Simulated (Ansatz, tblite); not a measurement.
Forces on Sn5H2 at its PBE-D4/def2-SVP geometry. Total charge 0; singlet.

In the def2 sets Sn takes a core potential; there is no spin–orbit coupling. The xTB rows come from tblite. Another isomer (singlet) lies 0.08 eV lower at PBE0-D4/def2-TZVP; other spin states weren't run for this one.

GFN1-xTB (tblite), largest force 2.00 eV/Å:

```xyz
7
positions Å, forces eV/Å
Sn   -0.366    1.297    0.140    0.274   -0.739    0.044
Sn   -0.814   -0.682   -1.970    0.948   -0.041    1.758
Sn    1.142    0.305    2.348   -0.529   -0.202   -1.130
Sn    1.962   -0.421   -0.483   -1.598   -0.184    0.188
Sn   -1.008   -1.432    1.093    0.920    0.672   -1.147
H    -1.162    2.717   -0.445    0.029    0.069    0.098
H     0.246   -1.784   -0.683   -0.043    0.424    0.189
```

GFN2-xTB (tblite), largest force 1.05 eV/Å:

```
Sn 0.166 -0.599 -0.070
Sn 0.086 0.589 0.542
Sn -0.458 -0.110 -0.935
Sn -0.151 0.470 0.183
Sn -0.025 0.512 0.115
H 0.168 -0.271 0.141
H 0.214 -0.590 0.024
```

PBE-D4/def2-TZVP (Ansatz), largest force 0.14 eV/Å:

```
Sn 0.018 -0.053 0.001
Sn 0.070 -0.012 0.124
Sn -0.047 -0.010 -0.097
Sn -0.136 0.017 0.024
Sn 0.069 0.086 -0.085
H 0.046 -0.087 0.030
H -0.019 0.059 0.002
```
